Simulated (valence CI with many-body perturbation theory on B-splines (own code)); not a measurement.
Forbidden lines of W24+

Level of theory: configuration interaction combined with many-body perturbation theory (CI+MBPT): four valence electrons over a frozen Dirac-Fock core [Kr] 4d10, a basis of 7 s, 7 p, 7 d, 7 f, 4 g, 2 h functions for each j, with the one-electron correlation potential Σ1 (screened to all orders), the two-electron term Σ2, the three-electron term Σ3, Breit, model QED; selected single and double excitations, second order for the rest (own B-spline code, finite nucleus).

No measured spectrum was set against this ion. As an estimate, terms of the open shell hold to a few per cent of their energy, and close levels can change places.

Lines 51 to 100 of 120 in falling wavelength, among levels below 143.81 eV, chosen from the decays that carry over 1 % of a level's rate. Wavelengths and rates use the calculated energies, so an error of 2000 cm⁻¹ moves a line at 3733 Å by 7.5 % and its rate by three times that or more. Electric multipoles are in the length gauge, E1 and E2 with the static RPA response of the core. S is in atomic units (e²a₀⁴ for E2 and M2, e²a₀⁶ for E3), for M1 in squared Bohr magnetons. Weak lines are less certain than strong ones. Lines between different terms over intervals too small for the method are left out, as are lines whose strength nearly cancels. Where a level lies close to another of its J and parity, the split of strength between their lines is uncertain.

Names give the largest LS component (configuration and term), which can be under half, so a name can repeat, a term be missing and a line seem to break the LS rules; names also repeat where a configuration has a term twice. Letters in brackets count levels of one name in rising energy.

```
λ vac (Å)         Upper         Lower  Type   A (s⁻¹)  S (a.u.)
     3733      4f4 3D_2      4f4 5F_3    M1  1.84e+02  1.77e+00
     3642  4f4 3G_3 [a]      4f4 5F_3    M1  1.35e+02  1.70e+00
     3520  4f4 3P_1 [a]      4f4 5S_2    M1  1.91e+02  9.28e-01
     3445  4f4 3P_1 [a]      4f4 5G_2    M1  6.40e+01  2.91e-01
     3437  4f4 3G_4 [a]      4f4 5I_5    M1  6.67e+01  9.04e-01
     3430      4f4 5G_4  4f4 3G_4 [a]    M1  1.63e+02  2.19e+00
     3406  4f4 3M_8 [a]      4f4 5I_7    M1  1.03e+02  2.57e+00
     3345  4f4 3I_5 [a]  4f4 3K_6 [a]    M1  2.32e+01  3.54e-01
     3343  4f4 3K_6 [a]      4f4 5I_6    M1  9.17e+01  1.65e+00
     3286  4f4 1D_2 [a]      4f4 5S_2    M1  2.36e+02  1.55e+00
     3251  4f4 3M_8 [b]      4f4 3L_7    M1  1.23e+02  2.67e+00
     3237  4f4 3K_7 [a]  4f4 3K_6 [a]    M1  4.83e+02  9.11e+00
     3183  4f4 5F_5 [b]  4f4 3G_4 [a]    M1  3.45e+01  4.54e-01
     3085  4f4 3F_4 [a]      4f4 5G_3    M1  1.27e+01  1.24e-01
     3056      4f4 3D_3      4f4 5G_3    M1  6.75e+01  5.00e-01
     2973      4f4 3D_2      4f4 5F_1    M1  2.12e+02  1.03e+00
     2955  4f4 5F_5 [a]      4f4 5I_6    M1  5.23e+01  5.50e-01
     2937      4f4 3L_7      4f4 5I_6    M1  2.81e+02  3.96e+00
     2879  4f4 1D_2 [a]      4f4 5F_3    M1  1.74e+01  7.70e-02
     2857      4f4 3D_3      4f4 5S_2    M1  6.53e+01  3.95e-01
     2849      4f4 5F_2      4f4 5I_4    E2  1.86e-02  1.56e-02
     2573  4f4 3F_2 [a]      4f4 5G_3    M1  3.58e+02  1.13e+00
     2563  4f4 3F_4 [a]      4f4 5F_3    M1  7.12e+01  4.00e-01
     2557      4f4 3D_2      4f4 5F_2    M1  1.23e+01  3.83e-02
     2527  4f4 3P_1 [a]      4f4 5F_1    M1  2.22e+02  3.98e-01
     2465      4f4 5D_1      4f4 5S_2    M1  9.04e-01  1.51e-03
     2428      4f4 5D_1      4f4 5G_2    M1  2.79e+00  4.44e-03
     2424      4f4 5G_5  4f4 3G_4 [a]    M1  2.07e+01  1.20e-01
     2404  4f4 1D_2 [a]      4f4 5F_1    M1  1.99e+02  5.14e-01
     2394  4f4 3F_2 [a]      4f4 5G_2    M1  3.00e+02  7.62e-01
     2391      4f4 3M_9      4f4 5I_8    M1  1.31e+02  1.26e+00
     2386  4f4 3K_6 [a]      4f4 5I_5    M1  4.37e+02  2.86e+00
     2350      4f4 5D_0      4f4 5F_1    M1  2.49e+00  1.20e-03
     2341  4f4 3I_5 [a]  4f4 3G_4 [a]    M1  1.36e+02  7.11e-01
     2317  4f4 3G_4 [a]      4f4 5I_4    M1  3.37e+02  1.40e+00
     2312  4f4 3F_4 [a]  4f4 3G_4 [a]    M1  1.92e+02  7.93e-01
     2295      4f4 3D_3  4f4 3G_4 [a]    M1  2.39e+01  7.49e-02
     2182  4f4 5F_5 [a]      4f4 5I_5    M1  7.73e+01  3.27e-01
     2127  4f4 3M_8 [b]      4f4 5I_8    M1  7.21e+01  4.37e-01
     2125  4f4 1D_2 [a]      4f4 5F_2    M1  2.32e+01  4.12e-02
     2109      4f4 5F_3      4f4 5I_4    M1  1.85e+01  4.49e-02
     2106  4f4 3P_0 [a]      4f4 5F_1    M1  9.83e+01  3.40e-02
     2091      4f4 5F_4      4f4 5I_5    M1  7.43e+01  2.27e-01
     2083      4f4 5D_0      4f4 5F_2    E2  7.58e-01  2.65e-02
     2062  4f4 5F_5 [b]      4f4 5I_6    M1  1.06e+02  3.77e-01
     2051      4f4 3L_8      4f4 5I_7    M1  3.46e+01  1.88e-01
     2005      4f4 5G_6      4f4 5I_7    M1  8.01e+01  3.11e-01
     1957  4f4 3K_7 [a]      4f4 5I_7    M1  3.97e+01  1.65e-01
     1937      4f4 3D_3      4f4 5F_2    M1  6.63e+00  1.25e-02
     1912  4f4 3F_2 [a]      4f4 5F_1    M1  1.82e+02  2.36e-01
```
